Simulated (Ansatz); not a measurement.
`ClB(Cl)I` + H–F → `FB(Cl)Cl` + HI at 298.15 K and 1 bar (ligand exchange at a B–I bond).

Calculated with Ansatz (gas phase, PBE0-D4/def2-TZVP geometries, no zero-point term in ΔE). CBS: MP2 limit from def2 TZ/QZ plus the TZ coupled-cluster correction, frozen cores. This one scheme is used for every species. Elements past krypton have def2 core potentials. For I outer-core shells are correlated without core-valence functions, which leaves a few kJ/mol of doubt a bond.

```csv
species,CCSD(T)/CBS energy (Eh),H − E (kJ/mol),S (J/(mol·K))
`ClB(Cl)I`,-1241.89456,32.7,318.8
H–F,-100.39570,33.5,173.6
`FB(Cl)Cl`,-1044.28221,37.6,287.3
HI,-298.03592,22.7,206.5
```

H − E and S are ideal-gas, rigid-rotor, harmonic terms from PBE0-D4/def2-TZVP. 1 Eh = 2625.50 kJ/mol, R = 8.31446 J/(mol·K).

**Question.** By hand: ΔE, ΔH, ΔS and ΔG.

**Answer.** ΔE = (-1044.28221) + (-298.03592) − (-1241.89456) − (-100.39570) = -0.02787 Eh = -73.2 kJ/mol. Δ(H − E) = 37.6 + 22.7 − 32.7 − 33.5 = -5.9, so ΔH = -79.1 kJ/mol. ΔS = 287.3 + 206.5 − 318.8 − 173.6 = 1.4 J/(mol·K). ΔG = -79.1 − 298.15 × (1.4)/1000 = -79.5 kJ/mol.

**Question.** By hand: the equilibrium constant, and the temperature at which ΔG would vanish if ΔH and ΔS stayed fixed.

**Answer.** log₁₀ K = −ΔG/(RT ln 10) = 13.9. ΔH and −TΔS have one sign here, so there is no such temperature.

The number of gas molecules stays the same, so ΔS is small and ΔH decides. A doubt of 5 kJ/mol in ΔE shifts log₁₀ K by 0.9 here. These are equilibria of isolated gas molecules and say nothing of rates. Largest T1 diagnostic: 0.012 (customary marks: 0.02 for closed shells, 0.045 for open ones).

ΔS is within the doubt of such terms, so its sign, and with it that verdict, could turn.
